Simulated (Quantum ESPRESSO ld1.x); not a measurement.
Values are calculated unless marked as measured or tabulated.
Question: The palladium ion Pd3+, 43 electrons, occupied as [Kr] 4d6.75 4f0.25 (fractional occupations, a model configuration). Code: ld1.x of Quantum ESPRESSO 7.5. Model: Dirac Kohn-Sham, PBEsol, spin-unpolarised, spherical densities, point nucleus; open shells fill j = l - 1/2 first. Some entries of the table are withheld. Estimate them.

orbital  occ.  eigenvalue (hartree)  <r> (bohr)  r(max) (bohr)
1s1/2       2              -888.705     0.03186        0.02066
2s1/2       2              -131.121      0.1380         0.1170
2p1/2       2              -121.758      0.1172        0.09052
2p3/2       4              -115.905      0.1221        0.09469
3s1/2       2              -24.9561      0.3793         0.3421
3p1/2       2              -21.2617         (1)         0.3286
3p3/2       4              -20.2411         (2)         0.3384
3d3/2       4                   (3)      0.3556         0.2805
3d5/2       6                   (4)      0.3591         0.2834
4s1/2       2              -4.70737      0.9367         0.8487
4p1/2       2                   (5)       1.002         0.8882
4p3/2       4                   (6)       1.031         0.9125
4d3/2       4              -1.61197       1.286          1.049
4d5/2    2.75              -1.59036       1.298          1.059
4f5/2    0.25              -0.38695         (7)            (8)
4f7/2       0              -0.38687         (9)           (10)

Answer: 
(1) 3p1/2 <r> (bohr): 0.3713
(2) 3p3/2 <r> (bohr): 0.3822
(3) 3d3/2 eigenvalue (hartree): -13.6958
(4) 3d5/2 eigenvalue (hartree): -13.4921
(5) 4p1/2 eigenvalue (hartree): -3.55148
(6) 4p3/2 eigenvalue (hartree): -3.38133
(7) 4f5/2 <r> (bohr): 4.168
(8) 4f5/2 r(max) (bohr): 3.665
(9) 4f7/2 <r> (bohr): 4.170
(10) 4f7/2 r(max) (bohr): 3.667
